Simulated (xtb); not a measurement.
barium atom (Ba), singlet (GFN-xTB shapes and energies of metal compounds can be far from the true ones); xtb with GFN2-xTB.

The xtb input:
```
$ xtb mol.xyz --gfn 2 --json

# file mol.xyz
1

Ba     0.00000000     0.00000000     0.00000000
```

Problem. Write the output that xtb gives for this input, abridged.

Solution. 
```
   ID    Z sym.   atoms
    1   56 Ba     1

           -------------------------------------------------
          |                Calculation Setup                |
           -------------------------------------------------

           -------------------------------------------------
          |                 G F N 2 - x T B                 |
           -------------------------------------------------

          ...................................................
          :                      SETUP                      :
          :.................................................:
          :  # basis functions                  10          :
          :  # atomic orbitals                   9          :
          :  # shells                            3          :
          :  # electrons                         2          :
          :  max. iterations                   250          :
          :  Hamiltonian                  GFN2-xTB          :
          :  restarted?                      false          :
          :  GBSA solvation                  false          :
          :  PC potential                    false          :
          :  electronic temp.          300.0000000     K    :
          :  accuracy                    1.0000000          :
          :  -> integral cutoff          0.2500000E+02      :
          :  -> integral neglect         0.1000000E-07      :
          :  -> SCF convergence          0.1000000E-05 Eh   :
          :  -> wf. convergence          0.1000000E-03 e    :
          :  Broyden damping             0.4000000          :
          :  net charge                          0          :
          :  unpaired electrons                  0          :
          ...................................................

 iter      E             dE          RMSdq      gap      omega  full diag
   1     -0.4336420 -0.433642E+00  0.437E-16    3.77       3.8  T
   2     -0.4336420  0.000000E+00  0.349E-16    3.77       3.8  T
   3     -0.4336420  0.000000E+00  0.269E-16    3.77       3.8  T

   *** convergence criteria satisfied after 3 iterations ***

         :::::::::::::::::::::::::::::::::::::::::::::::::::::
         ::                     SUMMARY                     ::
         :::::::::::::::::::::::::::::::::::::::::::::::::::::
         :: total energy              -0.433642020732 Eh    ::
         :: gradient norm              0.000000000000 Eh/a0 ::
         :: HOMO-LUMO gap              3.766605000000 eV    ::
         ::.................................................::
         :: SCC energy                -0.433642020732 Eh    ::
         :: -> isotropic ES            0.000000000000 Eh    ::
         :: -> anisotropic ES          0.000000000000 Eh    ::
         :: -> anisotropic XC          0.000000000000 Eh    ::
         :: -> dispersion              0.000000000000 Eh    ::
         :: repulsion energy           0.000000000000 Eh    ::
         :: add. restraining           0.000000000000 Eh    ::
         :: total charge               0.000000000000 e     ::
         :::::::::::::::::::::::::::::::::::::::::::::::::::::

           -------------------------------------------------
          |                Property Printout                |
           -------------------------------------------------

    * Orbital Energies and Occupations

         #    Occupation            Energy/Eh            Energy/eV
      -------------------------------------------------------------
         1        2.0000           -0.2168210              -5.9000 (HOMO)
         2                         -0.0784008              -2.1334 (LUMO)
         3                         -0.0784008              -2.1334
         4                         -0.0784008              -2.1334
         5                         -0.0556716              -1.5149
         6                         -0.0556716              -1.5149
         7                         -0.0556716              -1.5149
         8                         -0.0556716              -1.5149
         9                         -0.0556716              -1.5149
      -------------------------------------------------------------
                  HL-Gap            0.1384202 Eh            3.7666 eV
             Fermi-level           -0.1476109 Eh           -4.0167 eV

     #   Z          covCN         q      C6AA      α(0)
     1  56 Ba       0.000     0.000  6040.189   288.366

 Mol. C6AA /au·bohr⁶  :       6040.189438
 Mol. C8AA /au·bohr⁸  :    1869326.660684
 Mol. α(0) /au        :        288.366313

Wiberg/Mayer (AO) data.
largest (>0.10) Wiberg bond orders for each atom

 ---------------------------------------------------------------------------
     #   Z sym  total        # sym  WBO       # sym  WBO       # sym  WBO
 ---------------------------------------------------------------------------
     1  56 Ba   0.000
 ---------------------------------------------------------------------------

molecular dipole:
                 x           y           z       tot (Debye)
 q only:        0.000       0.000       0.000
   full:        0.000       0.000       0.000       0.000
molecular quadrupole (traceless):
                xx          xy          yy          xz          yz          zz
 q only:        0.000       0.000       0.000       0.000       0.000       0.000
  q+dip:        0.000       0.000       0.000       0.000       0.000       0.000
   full:        0.000       0.000       0.000       0.000       0.000       0.000

           -------------------------------------------------
          | TOTAL ENERGY               -0.433642020732 Eh   |
          | GRADIENT NORM               0.000000000000 Eh/α |
          | HOMO-LUMO GAP               3.766605000000 eV   |
           -------------------------------------------------

normal termination of xtb
```
